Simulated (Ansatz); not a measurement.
H2IIn (SMILES [InH2][I]) moved off its minimum; all values from Ansatz (an electronic-structure program), cores frozen in correlated methods. Elements past Kr take the def2 small-core potentials, without spin–orbit coupling.
(charge 0, multiplicity 1)
```xyz
4

In    -0.70279    -1.18759     0.02670
H     -0.04721    -2.09122     1.38373
H     -2.18160    -1.28357    -0.69280
I      0.59757     1.01589    -0.04366
```

Forces at B3LYP/def2-TZVPP (eV/Å):

```tsv
atom	Fx	Fy	Fz
In1	0.001	-1.139	1.417
H2	-0.109	-0.079	-0.487
H3	-0.719	-0.165	-0.662
I4	0.827	1.383	-0.268
```

Q: Give the forces (eV/Å), the total energy and the dipole at CCSD(T)/def2-TZVPPD.

A: 
```csv
atom,Fx,Fy,Fz
In1,0.153,-1.092,1.369
H2,-0.035,-0.239,-0.286
H3,-1.042,-0.213,-0.803
I4,0.923,1.544,-0.279
```
Energy -487.3141 hartree, dipole 2.04 D.
